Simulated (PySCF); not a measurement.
PySCF input (BP86/def2-SVP):

```python
from pyscf import gto, dft

mol = gto.M(
    atom='''
    N    -1.09895400    0.24210600    0.04933200
    C     0.18292100    0.38685900   -0.06554600
    O     1.06504900   -0.54321300   -0.00639100
    H    -1.55012600   -0.65358000    0.20314900
    H    -1.70318200    1.05336800   -0.01456900
    H     0.59089700    1.37957500   -0.22917100
    H     0.73717200   -1.44955300    0.13967600
    ''',
    basis='def2-svp',
    charge=1,
    spin=0,
    verbose=4,
)

mf = dft.RKS(mol, xc='bp86')
mf.grids.level = 3
mf.conv_tol = 1e-9
mf.max_cycle = 100
mf.max_memory = 1500
mf.kernel()
if not mf.converged:
    mf = mf.newton()
    mf.kernel(mf.make_rdm1())
mf.dip_moment()
```

From the output:

```
SCF conv_tol = 1e-09
SCF conv_tol_grad = None
SCF max_cycles = 100
direct_scf = True
direct_scf_tol = 1e-13
XC library pyscf.dft.libxc version 7.1.2
    S. Lehtola, C. Steigemann, M. J. T. Oliveira, and M. A. L. Marques,  SoftwareX 7, 1–5 (2018)
XC functionals = bp86
    A. D. Becke,  Phys. Rev. A 38, 3098 (1988)
    J. P. Perdew,  Phys. Rev. B 33, 8822 (1986)
    J. P. Perdew,  Phys. Rev. B 34, 7406–7406 (1986)
radial grids:
    Treutler-Ahlrichs [JCP 102, 346 (1995); DOI:10.1063/1.469408] (M4) radial grids

becke partition: Becke, JCP 88, 2547 (1988); DOI:10.1063/1.454033
pruning grids: <function nwchem_prune>
grids dens level: 3
symmetrized grids: False
atomic radii adjust function: <function treutler_atomic_radii_adjust>
small_rho_cutoff = 0
Set gradient conv threshold to 3.16228e-05
Initial guess from minao.
tot grids = 81336
init E= -170.743706202968
  HOMO = -0.343970910117336  LUMO = -0.0865004862968108  gap/eV = 7.00613
cycle= 1 E= -170.031692089051  delta_E= 0.712  |g|= 0.598  |ddm|= 2.59
  HOMO = -0.468916683869315  LUMO = -0.284020165846477  gap/eV = 5.03129
cycle= 2 E= -169.665201351132  delta_E= 0.366  |g|= 1.47  |ddm|= 1.39
  HOMO = -0.527182293673126  LUMO = -0.296202908630219  gap/eV = 6.28527
cycle= 3 E= -170.084014173098  delta_E= -0.419  |g|= 0.257  |ddm|= 1.14
  HOMO = -0.54572020146236  LUMO = -0.303103783028807  gap/eV = 6.60193
cycle= 4 E= -170.096951715402  delta_E= -0.0129  |g|= 0.109  |ddm|= 0.259
  HOMO = -0.540587938279462  LUMO = -0.306892082045723  gap/eV = 6.35919
cycle= 5 E= -170.099525468311  delta_E= -0.00257  |g|= 0.0203  |ddm|= 0.0864
  HOMO = -0.538301500087836  LUMO = -0.303212341018055  gap/eV = 6.39710
cycle= 6 E= -170.099620544196  delta_E= -9.51e-05  |g|= 0.00582  |ddm|= 0.0207
  HOMO = -0.539016145787553  LUMO = -0.3040340326036  gap/eV = 6.39419
cycle= 7 E= -170.09962841468  delta_E= -7.87e-06  |g|= 0.000769  |ddm|= 0.00502
  HOMO = -0.538953320637854  LUMO = -0.303965385287127  gap/eV = 6.39435
cycle= 8 E= -170.099628550279  delta_E= -1.36e-07  |g|= 8.71e-05  |ddm|= 0.000644
  HOMO = -0.538959575532898  LUMO = -0.303968986930964  gap/eV = 6.39442
cycle= 9 E= -170.099628550922  delta_E= -6.43e-10  |g|= 1.36e-05  |ddm|= 9.04e-05
  HOMO = -0.538959912586138  LUMO = -0.303968127627487  gap/eV = 6.39445
Extra cycle  E= -170.099628550651  delta_E= 2.71e-10  |g|= 3.73e-05  |ddm|= 4.45e-05
converged SCF energy = -170.099628550651

WARN: System has nonzero charge 1; the dipole moment is origin-dependent.
Location of origin: [0. 0. 0.]

Dipole moment(X, Y, Z, Debye): -2.72199, -0.25699,  0.23718
```

The dipole moment of an ion depends on the origin.

The geometry given is a B3LYP-D3(BJ)/def2-TZVP minimum.
